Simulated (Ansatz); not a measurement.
Process, species as SMILES: C[Si](C)(N)N -> [CH2][Si](C)(N)N + H atom (the C-H bond at the site shown breaks; other sites are not compared here)
Each molecule is optimised on its own at B3LYP-D3(BJ)/def2-TZVP (Ansatz, a program for electronic structure), one conformer each, not searched for the lowest. Frequencies are from Ansatz.
Geometry of the first species:
```
Si
N 1 1.7232
H 2 1.0068 1 121.33
H 2 1.0076 3 111.68 1 -153.03
N 1 1.7232 2 105.70 3 155.70
H 5 1.0068 1 121.33 2 155.70
H 5 1.0076 6 111.68 1 -153.03
C 1 1.8761 2 105.35 3 32.35
H 8 1.0921 1 111.16 2 59.74
H 8 1.0924 9 107.87 1 -121.53
H 8 1.0937 9 107.89 10 -115.76
C 1 1.8761 2 116.01 3 -88.00
H 12 1.0921 1 111.16 2 -56.77
H 12 1.0924 13 107.87 1 -121.53
H 12 1.0937 13 107.89 14 -115.76
```
Charge 0, spin multiplicity 1.

Wanted: bond dissociation energy (0 K, with B3LYP-D3(BJ) harmonic zero-point energies), in kcal/mol. Correlated levels leave the core frozen unless marked. UHF or UKS for open shells. Spin-orbit coupling is left out. Non-relativistic. CBS marks a two-point X^-3 extrapolation of the correlation energy; Hartree-Fock from the larger set.

| level | program | bond dissociation energy (kcal/mol) |
|---|---|---|
| HF/cc-pV(T+d)Z | Ansatz | 72.5 |
| SVWN5/def2-TZVPD | Ansatz | 108.7 |
| B3LYP-D3(BJ)/def2-TZVPD | Ansatz + dftd3 | 97.7 |
| PBE0/6-31G* | Ansatz | 96.7 |
| LC-wPBE-D4/def2-TZVPD | Ansatz + dftd4 | 96.3 |
| CCSD/STO-3G | Ansatz | 115.3 |
| CCSD(T)/CBS(cc-pV(T+d)Z,cc-pV(Q+d)Z) | Ansatz | 99.8 |
